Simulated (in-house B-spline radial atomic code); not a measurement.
Radial electron density of Pr⁴⁺, [Xe] 4f1. Computed with a radial B-spline atomic code at the basis-set limit: Dirac-Kohn-Sham B97-1, spherical fractional occupations, Fermi nucleus of rms radius 4.8919 fm.

Caution: exact exchange at fractional occupations of open shells leaves self-interaction of up to several eV.

Columns: r (bohr), 4πr²n(r) (electrons per bohr), bar.

```
0.000954    2.768 #
 0.00117    3.901 ##
 0.00144    5.498 ##
 0.00178    7.744 ###
 0.00218    10.65 #####
 0.00269    14.66 ######
 0.00331    19.81 #########
 0.00407     26.3 ###########
   0.005    34.17 ###############
 0.00615    43.38 ###################
 0.00757    53.44 #######################
 0.00931     63.4 ###########################
  0.0114    71.83 ###############################
  0.0141    77.71 #################################
  0.0173    79.33 ##################################
  0.0213     76.9 #################################
  0.0262    72.36 ###############################
  0.0322    69.59 ##############################
  0.0396    72.69 ###############################
  0.0488    83.02 ####################################
    0.06    95.77 #########################################
  0.0738    102.2 ############################################
  0.0907    96.17 #########################################
   0.112    82.37 ###################################
   0.137    75.37 ################################
   0.169    81.59 ###################################
   0.208    88.74 ######################################
   0.255    78.42 ##################################
   0.314    52.36 #######################
   0.386    34.08 ###############
   0.475    34.37 ###############
   0.585    38.13 ################
   0.719    31.12 #############
   0.885    18.86 ########
    1.09    11.58 #####
    1.34    9.131 ####
    1.65    6.711 ###
    2.03    3.488 ##
    2.49    1.191 #
    3.06   0.2463 
    3.77  0.02746 
    4.64 0.001502 
     5.7 3.649e-05
```

On this grid the curve has 4 maxima, near 0.0173, 0.0738, 0.208, 0.585 bohr.

The 4f7/2 radial function P(r) = rR(r), positive near the nucleus, with its small component Q(r) (sign convention: Q ≈ (P' + κP/r)/2c):

| r (bohr) | P | Q |
| --- | --- | --- |
| 0.0322 | 0.001224 | -6.001e-05 |
| 0.0488 | 0.005162 | -0.0002422 |
| 0.0738 | 0.01966 | -0.0008697 |
| 0.112 | 0.06652 | -0.002719 |
| 0.169 | 0.1875 | -0.00692 |
| 0.255 | 0.429 | -0.01394 |
| 0.386 | 0.7653 | -0.02131 |
| 0.585 | 1.008 | -0.02348 |
| 0.885 | 0.9505 | -0.01784 |
| 1.34 | 0.6395 | -0.009359 |
| 2.03 | 0.2902 | -0.00339 |
| 3.06 | 0.0763 | -0.0007404 |
| 4.64 | 0.008002 | -6.85e-05 |
